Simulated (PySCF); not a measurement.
## Spinor energies of Ge⁴⁺ (germanium, charge +4)

Start: [Ar] 3d10. Calculated with PySCF 2.14 in x2c-TZVPPall-2c with one added diffuse shell each of s, p, d type (7s8p5d1f, 63 functions): generalised Hartree-Fock with the X2C-1e Hamiltonian and a Gaussian nucleus; spin-orbit coupling (SO) screened by Boettger's factors.

| spinor shell | electrons | ε, screened SO (eV) | weight of nominal j (screened SO) | rms radius, screened SO (bohr) |
| --- | --- | --- | --- | --- |
| 1s1/2 | 2 | -11229.1 | 1.000 | 0.0542 |
| 2s1/2 | 2 | -1503.0 | 1.000 | 0.227 |
| 2p1/2 | 2 | -1336.9 | 1.000 | 0.201 |
| 2p3/2 | 4 | -1304.5 | 1.000 | 0.204 |
| 3s1/2 | 2 | -250.05 | 1.000 | 0.668 |
| 3p1/2 | 2 | -193.69 | 1.000 | 0.691 |
| 3p3/2 | 4 | -189.09 | 1.000 | 0.702 |
| 3d3/2 | 4 | -92.745 | 1.000 | 0.791 |
| 3d5/2 | 6 | -92.111 | 1.000 | 0.796 |

```tsv
quantity	screened SO
E (hartree)	-2093.43272
M_J	0
⟨J²⟩	0.000
⟨L²⟩	0.002
⟨S²⟩	0.002
```
